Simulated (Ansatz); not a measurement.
A nudged elastic band was laid between two geometries of BH3O2 + ClH (8 atoms, charge 0, multiplicity 1).

Computed with Ansatz 0.2.0, RKS B3LYP/def2-SVP.

```yaml
movable_images: 5
climbing_image: yes
spring: 5.0 eV/Å²
optimiser: quadratic models (default)
start_path: through a guess of the saddle point
force_threshold: 0.05 eV/Å
iteration_limit: 60
end_points: relaxed
```

First end point:

```xyz
8
Properties=species:S:1:pos:R:3
B -0.219 -0.620 -0.015
O -0.585 0.054 1.133
H -1.341 -0.336 1.588
O 0.819 -0.182 -0.749
H 1.251 0.614 -0.393
H -0.821 -1.604 -0.371
Cl 1.405 2.434 1.324
H 0.442 1.573 1.538
```

Last end point:

```xyz
8
Properties=species:S:1:pos:R:3
B 0.068 0.397 -0.436
O -0.433 -0.217 2.022
H -0.946 0.604 2.048
O 1.392 0.165 -0.330
H 1.617 -0.756 -0.515
H -0.726 -0.411 -0.831
Cl -0.474 2.084 -0.196
H 0.452 0.066 2.293
```

What changes between the two ends?

Bonds broken: B1–O2, Cl7–H8. Bonds formed: B1–Cl7, O2–H8. BH3O2 + ClH becomes BClH2O + H2O.

What energy profile does the band end with?

It converged. The highest image is number 4 of 0 to 6, 1.19 eV above the first end and 0.52 eV above the last; the last end lies 0.68 eV above the first. The profile has 2 maxima (images 2, 4) with wells between them (image 3): this band takes more than one step, which may be the mechanism or a detour left from its start path. A vibrational analysis at the climbing image gives one clearly imaginary mode, 707i cm⁻¹: a first-order saddle point. The orbitals stay closed-shell, which can raise the energy where a bond breaks towards radicals; this wasn't checked here.

```tsv
image	path coordinate (Å)	energy (eV)	B1–O2 (Å)	Cl7–H8 (Å)	B1–Cl7 (Å)
0	0.00	0.00	1.38	1.31	3.71
1	1.40	0.10	1.38	1.30	3.93
2	2.80	0.16	1.37	1.30	3.71
3	4.20	0.13	1.38	1.30	3.57
4	5.60	1.19	1.54	1.65	2.34
5	7.50	0.70	2.92	3.03	1.79
6	9.40	0.68	2.58	3.34	1.79
```

What is the geometry of the highest image?


```xyz
8
Properties=species:S:1:pos:R:3
B -0.037 0.010 -0.028
O -0.120 -0.099 1.503
H -1.023 -0.315 1.787
O 1.081 -0.479 -0.594
H 1.870 -0.451 -0.038
H -1.086 -0.041 -0.603
Cl 0.249 2.277 0.485
H 0.017 1.031 1.543
```

Time of the run: 12 min on 1 thread of Arm Neoverse V1, with other jobs on the host, peak memory 0.16 GiB.
